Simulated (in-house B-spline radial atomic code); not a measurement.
Values are calculated unless marked as measured or tabulated.
**Extrapolating the RPA correlation energy in partial waves: the krypton ion Kr⁷⁺**

All-electron RPA on r2SCAN orbitals from a B-spline radial code for spherical atoms, scalar-relativistic (spin-free one-electron X2C), finite nucleus, configuration [Ar] 3d10 4s1, highest spin. With empty states up to angular momentum L the sums are:

```csv
L,E_c(L) (hartree)
4,-1.926546
5,-2.047399
6,-2.106300
```

For large l each further wave adds A/(l + 1/2)⁴, because the basis must build the cusp where two electrons meet.

(1) Estimate the limit from L = 5 and L = 6.

(2) How good is the estimate?

Answers

(1) Wave 6 adds -0.058901, against a sum of (l + 1/2)⁻⁴ of 5.60204e-04, so A = -105.14. The sum over l > 6 is ζ(4, 7.5) = 9.6207e-04, close to 1/(3 × 7³) = 9.7182e-04. The tail is -0.101154 and the limit -2.20745 hartree.

(2) A run to L = 11 sums to -2.17514 and extrapolates to -2.18917 hartree, 1.03 millihartree from the run before, so it has not settled and is itself too deep. The estimate differs from that by -18.28 millihartree, while the bare sum at L = 6 misses 82.9 millihartree (3.8 %).
